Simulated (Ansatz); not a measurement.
`[SiH3]CC1=C[Te]1`: the same geometry under several functionals.

```yaml
crystal:
  periodic: [false, false, false]
  atoms:
    - {symbol: Si, position_ang: [-0.775624, 0.258873, 1.449842]}
    - {symbol: C, position_ang: [0.683403, -0.362013, 0.406543]}
    - {symbol: C, position_ang: [0.500442, -0.066751, -1.006152]}
    - {symbol: C, position_ang: [0.294436, -0.396578, -2.218038]}
    - {symbol: Te, position_ang: [0.217863, 1.771516, -2.186463]}
    - {symbol: H, position_ang: [-0.808429, 1.740557, 1.446441]}
    - {symbol: H, position_ang: [-2.045175, -0.284920, 0.908754]}
    - {symbol: H, position_ang: [-0.574250, -0.230743, 2.838802]}
    - {symbol: H, position_ang: [0.800339, -1.442376, 0.551508]}
    - {symbol: H, position_ang: [1.586337, 0.131166, 0.781711]}
    - {symbol: H, position_ang: [0.186159, -1.175729, -2.952449]}
basis:
  gaussian: {orbitals: def2-TZVPP}
hamiltonian: {xc: pbe0, dispersion: d4}
output: {orbitals: {seedname: orbitals}}
```

```sh
$ ansatz run in.yaml --threads 4 --pin off --events-out ev --progress --plain --max-ram 10444MiB
```

Output, abridged:

```
Functional definition: PBE0
1623 factors; their error is unknown
mean field evaluation 1: about -18360.9062 eV, gradient 6.6e1 eV
mean field evaluation 2: about -18335.3611 eV, gradient 1.1e2 eV
mean field evaluation 4: about -18371.6257 eV, gradient 8.7e0 eV
mean field evaluation 8: about -18371.7686 eV, gradient 2.6e-1 eV
mean field evaluation 16: about -18371.9333 eV, gradient 4.1e-4 eV
mean field -18371.93325805 eV, -675.1560942898 hartree, gradient 5.8e-5 eV, S^2 0.000000; 0 other end points of the search recorded, 0 dependent functions left out
reference -18371.93329291 eV, -675.1560955709 hartree; 31, 31 occupied and 238, 238 virtual orbitals, 1623 factors
Total energy: -18372.20447186 eV, -675.1660612134 hartree
```

Run time 7.5 s (4 threads of an Arm Neoverse N1 on a shared host); peak host memory 0.77 GiB.

The same input with `hamiltonian: {xc: {name: wB97X-V}}` (abridged; 18 s):

```
Functional definition: wB97X-V
mean field evaluation 16: about -18376.3041 eV, gradient 3.8e-4 eV
mean field -18376.30414170 eV, -675.3167213012 hartree, gradient 7.8e-5 eV, S^2 0.000000
Total energy: -18376.30413940 eV, -675.3167212166 hartree
```
